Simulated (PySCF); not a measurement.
**Basis and Hamiltonian dependence of the excitation energy of O**

O [He] 2s2 2p4 (3P) → O [He] 2s1 2p5, s spin flipped. Calculated with PySCF 2.14 from differences of total energies of unrestricted determinants, without spin-orbit coupling. Values in eV.

| basis | Hamiltonian | functions | UHF | r2SCAN | PBE0 | MP2 (valence) |
| --- | --- | --- | --- | --- | --- | --- |
| aug-cc-pVDZ | non-relativistic | 23 | 21.447 | 18.180 | 17.808 | 19.568 |
| aug-cc-pwCVDZ | non-relativistic | 27 | 21.437 | 18.164 | 17.797 | 19.581 |
| def2-TZVPPD | non-relativistic | 40 | 21.360 | 18.084 | 17.706 | 19.374 |
| aug-cc-pCVTZ-DK | spin-free X2C | 59 | 21.432 | 18.143 | 17.778 | 19.436 |
| aug-cc-pVTZ with one added diffuse shell each of s, p, d, f type | non-relativistic | 62 | 21.384 | 18.105 | 17.735 | 19.382 |
| dyall-v3z with one added diffuse shell each of s, p, d type | spin-free X2C | 64 | 21.412 | n/a | n/a | 19.439 |
| aug-cc-pCVTZ-DK with one added diffuse shell each of s, p, d, f type | spin-free X2C | 75 | 21.432 | 18.143 | 17.778 | 19.436 |
| aug-cc-pVQZ | non-relativistic | 80 | 21.365 | 18.089 | 17.710 | 19.323 |

Problem. Estimate the row for dyall-acv3z (non-relativistic, 76 functions).

Solution. From the rows with the same Hamiltonian and similar size; the calculation gives UHF 21.36; r2SCAN 18.07; PBE0 17.70; MP2 (valence) 19.38 (eV).

Frozen in the all-electron rows: valence: 1s2.

In the upper determinant the s electron has its spin opposite to the other open shell, which mixes two multiplicities. The upper state lies above the first ionisation limit, but in LS coupling its spin forbids autoionisation to the ground ion.
